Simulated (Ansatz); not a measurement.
## Group exchange: C2H4ClI + CH5GaO3 → CH2ClI + C2H7GaO3

Species: C2H4ClI `CC(Cl)I`, singlet; CH5GaO3 `C[O][Ga]([OH])[OH]`, singlet; CH2ClI (chloroiodomethane) `ClCI`, singlet; C2H7GaO3 `C[O][Ga]([OH])[O]C`, singlet. The partners trade CH3 for H: C–CH3 and O–H bonds give way to C–H and O–CH3.

Shapes, held fixed at every level: PBE0-D4/def2-TZVP. Programs: Ansatz 0.2.0. Electronic energies: no zero-point or thermal term.

```csv
level,kind,ΔE (kJ/mol),less CCSD(T)/def2-TZVPP
HF/def2-TZVPP,Hartree–Fock,+51.0,-17.2
r2SCAN-D4/def2-TZVPP,meta-GGA,+67.8,-0.4
PBE0-D4/def2-TZVPP,global hybrid,+66.8,-1.4
B2PLYP/def2-TZVPP,double hybrid,+64.1,-4.1
MP2/def2-TZVPP,perturbation theory,+78.1,+9.9
CCSD/def2-TZVPP,coupled cluster or CI,+65.7,-2.5
CCSD(T)/def2-TZVPP,coupled cluster or CI,+68.2,0.0
```

The highest level, CCSD(T)/def2-TZVPP, gives ΔE = +68.2 kJ/mol; the levels span +51.0 to +78.1. The column of differences is taken from that level and isn't an error. No measured value is set beside it here. For atoms past krypton def2 sets carry core potentials with scalar relativity. Relativity is left out for Ga. Outer-core shells of Ga, I are correlated in most correlated rows, in sets that cover them unevenly.
